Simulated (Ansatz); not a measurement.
# Worked example: C2H4Br2 + SiH3I → CHBr2I + SiH3(CH3)

Species: C2H4Br2 (1,1-dibromoethane) `CC(Br)Br`, singlet; SiH3I `[SiH3]I`, singlet; CHBr2I (dibromoiodomethane) `BrC(Br)I`, singlet; SiH3(CH3) (methylsilane), singlet. The partners trade CH3 for I: C–CH3 and Si–I bonds give way to C–I and Si–CH3.

Shapes, held fixed at every level: PBE0-D4/def2-TZVP. Programs: Ansatz 0.2.0. The zero-point and thermal change to 298 K, harmonic and unscaled (PBE0-D4/def2-TZVP), is -6.3 kJ/mol.

At CCSD(T)/def2-TZVPP; 1 Eh = 2625.50 kJ/mol:

| species | energy (Eh) |
| --- | --- |
| C2H4Br2 | -5223.890235 |
| SiH3I | -588.021398 |
| CHBr2I | -5481.173576 |
| SiH3(CH3) | -330.690236 |

Question: Work out ΔH(298 K) of the reaction at this level.

Answer: 
1. Products less reactants: (-5481.173576) + (-330.690236) − [(-5223.890235) + (-588.021398)] = 0.047821 Eh = +125.6 kJ/mol.
2. With the thermal change: +125.6 + (-6.3) = +119.3 kJ/mol.

Other levels give +118.4 (MP2/def2-TZVPP) to +155.2 kJ/mol (HF/def2-SVP). No measured value is set beside it here. For atoms past krypton def2 sets carry core potentials with scalar relativity. Relativity is left out for Br unless named. Correlated rows may include outer-core shells of Br, I, which these sets cover unevenly.
